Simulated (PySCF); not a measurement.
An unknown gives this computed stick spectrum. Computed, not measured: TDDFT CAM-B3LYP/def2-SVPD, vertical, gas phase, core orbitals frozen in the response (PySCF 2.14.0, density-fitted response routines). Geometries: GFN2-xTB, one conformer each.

| state | λ (nm) | f |
| --- | --- | --- |
| S1 | 165.3 | 0.0004 |
| S2 | 152.9 | 0.025 |
| S3 | 148.9 | 0.0077 |
| S4 | 146.3 | 0.053 |
| S5 | 144.0 | 0.0088 |
| S6 | 142.7 | 0.0008 |
| S7 | 140.5 | 0.028 |
| S8 | 138.2 | 0.017 |

Orbital energies (eV): HOMO-3 -11.16, HOMO-2 -10.82, HOMO-1 -10.45, HOMO -9.63, LUMO 1.18, LUMO+1 1.35, LUMO+2 1.65.

Problem. Which candidate is it? All have the formula C3H7FO2Si.
A. `O=C(CCF)O[SiH3]`
B. `F[C@@H]1C[C@H](O[SiH3])O1`
C. `CCOC(=O)[SiH2]F`

Solution. B. Its S1, at 7.50 eV, is the highest among the candidates; the nearest of the others has S1 at 5.95 eV. S1 is HOMO→LUMO (63%), HOMO→LUMO+1 (23%). Löwdin shares by element: HOMO oxygen 39% or more, carbon 22% or more, silicon 11% (atoms not listed hold the other 28%); LUMO silicon 19%, carbon 12% or more, oxygen 10% or more, hydrogen 9% or more (atoms not listed hold the other 50%). At the same level the other candidates give, for their lowest levels:
- `O=C(CCF)O[SiH3]`: 208 nm (f 0.001); 160 nm (f 0.025); 153 nm (f 0.005); 150 nm (f 0.002); 149 nm (f 0.093); T1 5.44 eV; HOMO -10.05, LUMO 0.70 eV
- `CCOC(=O)[SiH2]F`: 254 nm (f 0.003); 173 nm (f 0.073); 170 nm (f 0.010); 164 nm (f 0.004); 160 nm (f 0.021); T1 4.23 eV; HOMO -9.41, LUMO -0.17 eV

Shape of the structure used: `[F:1][C@@H:2]1[CH2:3][C@H:4]([O:5][SiH3:6])[O:7]1`: C3–C4–O5–Si6 -87°.
Triplets come from the Tamm–Dancoff approximation.

Without π bonds the low states are Rydberg-like; a valence basis with one diffuse set may place them up to an eV too high.
